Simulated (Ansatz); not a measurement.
Mg5S4, relaxed as a singlet with RKS B3LYP-D4/def2-SVP in Ansatz, starting from the GFN2-xTB geometry. Force threshold 0.02 eV/Å.

The structure comes from a short search, and lower isomers may exist.

Start:

```xyz
9

Mg   -3.0663    0.5708   -0.2193
Mg    0.0456   -1.6807    0.8180
Mg    1.9459   -0.1416   -0.9155
Mg   -0.9917    0.5286   -1.7135
Mg    0.5261    1.1177    1.3968
S     0.7535    1.9770   -0.8405
S     2.1810   -0.6753    1.4336
S    -1.5309   -0.0785    1.6321
S     0.1368   -1.6181   -1.5916
```

| step | energy (eV) | largest force component (eV/Å) | SCF passes |
| --- | --- | --- | --- |
| 1 | -70557.6611 | 0.883 | 17 |
| 2 | -70557.8336 | 0.444 | 23 |
| 3 | -70557.8855 | 0.082 | 26 |
| 4 | -70557.8918 | 0.078 | 25 |
| 5 | -70557.8943 | 0.017 | 26 |

Force components are those of the run's own axes.

End:

```csv
atom,x (Å),y (Å),z (Å)
Mg1,-3.048,0.530,-0.033
Mg2,-0.033,-1.661,0.738
Mg3,1.977,-0.154,-0.887
Mg4,-0.903,0.534,-1.816
Mg5,0.450,1.157,1.327
S6,0.847,2.012,-0.931
S7,2.079,-0.663,1.464
S8,-1.587,-0.111,1.833
S9,0.219,-1.646,-1.696
```

By distances, no bond broke or formed. The bond that changes most is Mg1–Mg4, from 2.56 to 2.79 Å (atoms count from 1). The end is the same structure that another start reached, the lowest one found.

No frequencies were taken in this run, so the end may be a saddle point.

It took 21 s on 4 threads of Arm Neoverse V2 on a shared host.
